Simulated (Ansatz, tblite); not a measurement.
Isomers of La$_{2}$O$_{3}$⁻ (doublet), found by a short tight-binding search and relaxed with PBE0-D4/def2-SVPD in Ansatz.

In the def2 sets La takes a core potential; there is no spin–orbit coupling. The xTB rows come from tblite. B3LYP takes the VWN-RPA correlation.

Run but left out: HF/def2-SVPD, HF/def2-TZVPD, r2SCAN-D4/def2-TZVPD, MP2/def2-SVPD, MP2/def2-TZVPD (B: ⟨S²⟩ 1.35, where a pure state has 0.75); HF/def2-SVPD, HF/def2-TZVPD, MP2/def2-SVPD, MP2/def2-TZVPD (C: a determinant that CCSD turns far, T1 0.068); HF/def2-SVPD, HF/def2-TZVPD, LC-ωPBE/def2-TZVPD, MP2/def2-SVPD, MP2/def2-TZVPD, CCSD/def2-SVPD, CCSD(T)/def2-SVPD (D: ⟨S²⟩ 1.42 to 1.59, where a pure state has 0.75).

A: At PBE-D4/def2-TZVPD, B3LYP-D4/def2-TZVPD the highest occupied level of the charge -1 doublet lies above zero (up to 0.41 eV). It is a level of α spin, whose loss leaves a singlet; that state wasn't run at this geometry and level. The electron is either unbound and held by the finite basis, or the level is raised by self-interaction error. B: At PBE-D4/def2-TZVPD, PBE0-D4/def2-TZVPD the charge -1 doublet is spin-contaminated (final ⟨S²⟩ up to 1.00, 0.75 for a pure state). At PBE-D4/def2-TZVPD, B3LYP-D4/def2-TZVPD the highest occupied level of the charge -1 doublet lies above zero (up to 0.41 eV). It is a level of α spin, whose loss leaves a singlet; that state wasn't run at this geometry and level. The electron is either unbound and held by the finite basis, or the level is raised by self-interaction error. At PBE-D4/def2-TZVPD the gap within one spin of the charge -1 doublet nearly closes, so an electron or hole may be smeared out by delocalisation error. It holds 1 O–O bond. C: At PBE-D4/def2-TZVPD, B3LYP-D4/def2-TZVPD, PBE0-D4/def2-TZVPD the highest occupied level of the charge -1 doublet lies above zero (up to 0.75 eV). It is a level of α spin, whose loss leaves a singlet; that state wasn't run at this geometry and level. The electron is either unbound and held by the finite basis, or the level is raised by self-interaction error. At PBE-D4/def2-TZVPD the gap within one spin of the charge -1 doublet nearly closes, so an electron or hole may be smeared out by delocalisation error. D: At PBE-D4/def2-TZVPD, B3LYP-D4/def2-TZVPD, PBE0-D4/def2-TZVPD the highest occupied level of the charge -1 doublet lies above zero (up to 0.40 eV). It is a level of β spin, whose loss leaves a triplet; that state wasn't run at this geometry and level. The electron is either unbound and held by the finite basis, or the level is raised by self-interaction error. At PBE0-D4/def2-TZVPD the charge -1 doublet is spin-contaminated (final ⟨S²⟩ up to 0.88, 0.75 for a pure state). It holds 1 O–O bond.

Other spin states weren't relaxed.

A:

```xyz
5

La    0.553    1.083    0.398
La   -0.147   -2.199   -0.378
O    -0.381   -0.900    1.272
O    -0.780    2.548    0.020
O     0.754   -0.532   -1.312
```

B:

```xyz
5

La   -0.159   -1.145    0.361
La   -1.667    1.832   -2.453
O    -0.952    0.445   -1.130
O     0.902   -0.341    2.109
O     1.876   -0.791    1.112
```

C:

```xyz
5

La   -0.729   -1.105   -0.758
La    0.729    1.105    0.758
O    -0.389   -0.704    1.401
O    -0.987    1.099   -0.653
O     1.376   -0.395   -0.747
```

D:

```xyz
5

La   -0.487    0.469   -1.599
La    1.045   -0.561    1.266
O     1.417   -0.236   -0.842
O    -1.186   -0.523    0.446
O    -0.790    0.852    0.729
```

Q: Estimate their order by electronic energy at ωB97X-V/def2-TZVPD, counted from the lowest.

A: C (0.0) < A (6.3) < D (83.2) < B (109.2), in kcal/mol.

Q: Do the other levels pick the same lowest one?

A: Not GFN1-xTB, GFN2-xTB. Energies above each level's lowest (kcal/mol):

```json
{"level": "GFN1-xTB", "A": "2.9", "B": "27.8", "C": "4.7", "D": "0.0"}
{"level": "GFN2-xTB", "A": "6.7", "B": "0.0", "C": "19.7", "D": "19.3"}
{"level": "PBE-D4/def2-TZVPD", "A": "12.3", "B": "114.7", "C": "0.0", "D": "86.3"}
{"level": "B3LYP-D4/def2-TZVPD", "A": "8.7", "B": "108.6", "C": "0.0", "D": "83.2"}
{"level": "PBE0-D4/def2-TZVPD", "A": "10.5", "B": "111.6", "C": "0.0", "D": "82.3"}
{"level": "ωB97X-V/def2-TZVPD", "A": "6.3", "B": "109.2", "C": "0.0", "D": "83.2"}
```
Point groups (tolerance 0.1 Å): A Cs, B Cs, C D3h, D C2v. Lower isomers may exist.
